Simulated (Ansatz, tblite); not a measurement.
Removing an electron: (NaH)4 cube (Na4H4). The state is a singlet with charge 0. Geometry: PBE-D4/def2-SVP. Ansatz, gas phase; energy differences of separate SCF runs; the oxidised species was run as a doublet alone.

```xyz
8

Na    0.689    1.245   -1.236
H     0.611    1.606    0.958
Na   -1.450    0.770    0.924
H    -1.406    0.497   -1.284
Na   -0.585   -1.539   -0.918
H     1.514   -0.803   -0.965
Na    1.346   -0.476    1.229
H    -0.720   -1.300    1.290
```

The xTB rows come from tblite. HOMO above LUMO, or a gap near zero within one spin, warns that the state may not be the lowest or that an electron is smeared out.

```json
{"level": "GFN1-xTB", "−HOMO (eV)": "10.32", "vertical IE (eV)": "12.44", "−LUMO (eV)": "4.35", "HOMO–LUMO gap (eV)": "5.97", "remarks": "–"}
{"level": "GFN2-xTB", "−HOMO (eV)": "11.04", "vertical IE (eV)": "12.15", "−LUMO (eV)": "7.13", "HOMO–LUMO gap (eV)": "3.90", "remarks": "–"}
{"level": "PBE-D4/def2-TZVP", "−HOMO (eV)": "4.46", "vertical IE (eV)": "6.92", "−LUMO (eV)": "0.72", "HOMO–LUMO gap (eV)": "3.75", "remarks": "gap within one spin near zero (+1 doublet)"}
{"level": "r2SCAN-D4/def2-TZVP", "−HOMO (eV)": "4.61", "vertical IE (eV)": "6.97", "−LUMO (eV)": "0.07", "HOMO–LUMO gap (eV)": "4.55", "remarks": "gap within one spin near zero (+1 doublet)"}
{"level": "PBE0-D4/def2-TZVP", "−HOMO (eV)": "5.50", "vertical IE (eV)": "7.25", "−LUMO (eV)": "0.21", "HOMO–LUMO gap (eV)": "5.29", "remarks": "–"}
```

  Raw xTB energy differences between charge states are shifted by several eV; the methods need an empirical correction for them.
